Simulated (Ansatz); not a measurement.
Geometry optimisation, RKS PBE/def2-SVP in Ansatz.

The input (input.yaml):

```yaml
crystal:
  periodic: [false, false, false]
  atoms:
    - { symbol: Zr, position_ang: [0.0, 0.0, 0.0] }
    - { symbol: F, position_ang: [0.0, 0.0, 2.33] }
    - { symbol: "N", position_ang: [2.084, 0.0, -0.7359] }
    - { symbol: H, position_ang: [2.5823, -0.918, -0.9166] }
    - { symbol: H, position_ang: [2.5853, 0.918, -0.9082] }
    - { symbol: "N", position_ang: [-1.0409, 1.8034, -0.7359] }
    - { symbol: H, position_ang: [-2.061, 1.7482, -1.0186] }
    - { symbol: H, position_ang: [-0.5204, 2.7241, -0.8065] }
    - { symbol: "N", position_ang: [-1.0409, -1.8034, -0.7359] }
    - { symbol: H, position_ang: [-1.5759, -2.4197, -0.0595] }
    - { symbol: H, position_ang: [-1.0055, -2.0526, -1.7656] }
    - { symbol: "N", position_ang: [-2.382, 0.0, 0.7915] }
    - { symbol: H, position_ang: [-3.102, -0.6071, 0.3052] }
    - { symbol: H, position_ang: [-2.6678, 0.6071, 1.612] }
    - { symbol: H, position_ang: [-1.3611, 0.0, 1.9863] }
basis:
  gaussian: { orbitals: def2-SVP }
hamiltonian:
  xc: pbe
relax:
  f_tol: 0.15
  max_steps: 25
  restrain:
    - { distance: [0, 11], at: 2.21, k: 30.0 }
    - { distance: [14, 1], at: 0.92, k: 30.0 }
    - { distance: [0, 1], at: 3.18, k: 30.0 }
    - { distance: [14, 11], at: 2.26, k: 30.0 }
output:
  orbitals: {}
```

Command:

```bash
$ ansatz run input.yaml --threads 4 --pin off --max-ram 5120MiB --backend cpu --events-out ev --progress --plain --runs-dir out
```

Q: Where does it end, and by what steps?

A: It converged. The restraints hold the end off the free minimum; the threshold counts their pulls, which the force column leaves out. Restrained pairs: Zr1–N12 (2.51 → 2.18 Å), F2–H15 (1.40 → 0.94 Å), Zr1–F2 (2.33 → 3.18 Å), N12–H15 (1.57 → 2.24 Å). After 22 steps the energy has fallen by 3.179 eV (the restraints' own energy left out); F2 moved furthest, 1.83 Å.

```json
{"step": "0", "energy less start (eV)": "0.0000", "largest force component (eV/Å)": "2.654", "accepted": "yes"}
{"step": "1", "energy less start (eV)": "-0.3161", "largest force component (eV/Å)": "2.566", "accepted": "yes"}
{"step": "2", "energy less start (eV)": "-0.5824", "largest force component (eV/Å)": "2.471", "accepted": "yes"}
{"step": "3", "energy less start (eV)": "-1.0784", "largest force component (eV/Å)": "2.165", "accepted": "yes"}
{"step": "4", "energy less start (eV)": "-1.6330", "largest force component (eV/Å)": "1.743", "accepted": "yes"}
{"step": "5", "energy less start (eV)": "-1.8760", "largest force component (eV/Å)": "1.599", "accepted": "yes"}
{"step": "6", "energy less start (eV)": "-2.1146", "largest force component (eV/Å)": "1.189", "accepted": "yes"}
{"step": "7", "energy less start (eV)": "-2.3060", "largest force component (eV/Å)": "1.007", "accepted": "yes"}
{"step": "8", "energy less start (eV)": "-2.4775", "largest force component (eV/Å)": "0.779", "accepted": "yes"}
{"step": "9", "energy less start (eV)": "-2.5756", "largest force component (eV/Å)": "0.801", "accepted": "yes"}
{"step": "10", "energy less start (eV)": "-2.6785", "largest force component (eV/Å)": "0.940", "accepted": "yes"}
{"step": "11", "energy less start (eV)": "-2.7871", "largest force component (eV/Å)": "0.867", "accepted": "yes"}
{"step": "12", "energy less start (eV)": "-2.8469", "largest force component (eV/Å)": "0.942", "accepted": "yes"}
{"step": "13", "energy less start (eV)": "-2.8921", "largest force component (eV/Å)": "0.931", "accepted": "yes"}
{"step": "14", "energy less start (eV)": "-2.9689", "largest force component (eV/Å)": "0.946", "accepted": "yes"}
{"step": "15", "energy less start (eV)": "-3.0117", "largest force component (eV/Å)": "0.901", "accepted": "yes"}
{"step": "16", "energy less start (eV)": "-3.0389", "largest force component (eV/Å)": "0.979", "accepted": "no"}
{"step": "17", "energy less start (eV)": "-3.0334", "largest force component (eV/Å)": "0.897", "accepted": "yes"}
{"step": "18", "energy less start (eV)": "-3.0609", "largest force component (eV/Å)": "0.933", "accepted": "yes"}
{"step": "19", "energy less start (eV)": "-3.0889", "largest force component (eV/Å)": "0.900", "accepted": "yes"}
{"step": "20", "energy less start (eV)": "-3.1148", "largest force component (eV/Å)": "0.933", "accepted": "yes"}
{"step": "21", "energy less start (eV)": "-3.1516", "largest force component (eV/Å)": "0.890", "accepted": "yes"}
{"step": "22", "energy less start (eV)": "-3.1790", "largest force component (eV/Å)": "0.849", "accepted": "yes"}
```

```xyz
15
Properties=species:S:1:pos:R:3
Zr -0.617 0.160 -0.338
F -0.074 -1.814 2.092
N 1.376 0.510 0.006
H 2.130 -0.175 -0.131
H 1.781 1.315 0.501
N -1.144 1.520 -1.773
H -2.104 1.821 -1.978
H -0.503 2.092 -2.334
N -0.952 -1.690 -1.143
H -0.743 -2.532 -0.589
H -1.306 -1.977 -2.060
N -1.935 0.501 1.362
H -2.823 0.004 1.508
H -1.961 1.345 1.949
H -0.631 -1.080 2.272
```

Run time: 50 s on 4 threads of Arm Neoverse V2, on a shared host, peak memory 0.22 GiB.
